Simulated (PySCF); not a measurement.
Precursor series Hf F-H. All species are isolated molecules in the gas phase.

Method: TPSSh-D3(BJ)/def2-TZVP // PBE-D3(BJ)/def2-SVP in PySCF. 

| species | coordination number | mean distance from the central atom to its bonded neighbours (Å) | LUMO (eV) | charge on the central atom (Mulliken) (e) |
|---|---|---|---|---|
| 0 of 4 F replaced by H | [?] | 1.915 | -1.21 | 1.70 |
| 1 of 4 F replaced by H ([Hf(F)3(H)]) | [?] | 1.895 | -1.76 | [?] |
| 2 of 4 F replaced by H | 4 | 1.879 | -2.38 | 1.18 |
| 3 of 4 F replaced by H | 4 | 1.865 | [?] | 0.99 |
| 4 of 4 F replaced by H | [?] | 1.853 | -2.49 | 0.83 |

### Question
What belongs in the gaps?

### Answer

- 0 of 4 F replaced by H, coordination number: 4
- 1 of 4 F replaced by H ([Hf(F)3(H)]), coordination number: 4
- 1 of 4 F replaced by H ([Hf(F)3(H)]), charge on the central atom (Mulliken) (e): 1.41
- 3 of 4 F replaced by H, LUMO (eV): -2.35
- 4 of 4 F replaced by H, coordination number: 4
